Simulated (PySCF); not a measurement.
**Working out the ionisation energy of Cl²⁺**

Cl²⁺ [Ne] 3s2 3p3 (4S) → Cl³⁺ [Ne] 3s2 3p2 (3P). Computed with PySCF 2.14 in aug-cc-pVQZ-DK, with the spin-free X2C one-electron Hamiltonian (Gaussian nucleus). Frozen: [Ne]. Energies in hartree (1 hartree = 27.21139 eV):

```tsv
part	Cl²⁺ (lower)	Cl³⁺ (upper)
UHF	-459.637078	-458.205301
MP2 opposite-spin	-0.076203	-0.065027
MP2 same-spin	-0.026854	-0.012399
```

**Question.** What does Hartree-Fock give?

**Answer.** (-458.205301) − (-459.637078) = 1.431777 hartree = 38.961 eV.

**Question.** What do MP2 and SCS-MP2 (6/5 opposite-spin, 1/3 same-spin) give?

**Answer.** The opposite-spin parts differ by 0.304 eV and the same-spin parts by 0.393 eV. MP2: 38.961 + (0.304) + (0.393) = 39.658 eV. SCS-MP2: 38.961 + 1.2 × (0.304) + (0.393)/3 = 39.457 eV.

A first-order spin-orbit estimate adds -0.101 eV to MP2 (valence), giving 39.557 eV against 39.8 ± 0.11 eV (semi-empirical (NIST evaluation); NIST Atomic Spectra Database, ionization energies).

What remains against the reference includes basis incompleteness, the frozen core and correlation beyond second order.
